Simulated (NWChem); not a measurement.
# Cl2Se in NWChem

SMILES: Cl[Se]Cl
```xyz
3

Se     0.0000     0.0000     0.6872
Cl    -1.7155     0.0000    -0.6872
Cl     1.7155     0.0000    -0.6872
```
Charge 0, spin multiplicity 1.

All runs are NWChem calculations. Structure: optimised with B3LYP/def2-SVP, a minimum by its harmonic frequencies.

Symmetry labels belong to the abelian group C2v used in the runs, with the axes of the coordinates shown.

The Hamiltonian is non-relativistic. B3LYP has NWChem's definition, with VWN1-RPA local correlation. The structure started from a generated list of species.

Question: List the lowest 6 singlet excitations that TD-B3LYP/def2-SVPD, VWN1-RPA local correlation gives, with oscillator strengths.

Answer: 
```csv
state,symmetry,energy (eV),wavelength (nm),f
1,b2,2.36,525,0.001
2,a2,2.70,459,0.000
3,b1,4.85,256,0.011
4,a2,4.87,255,0.000
5,a1,5.01,247,0.010
6,a1,5.22,237,0.000
```
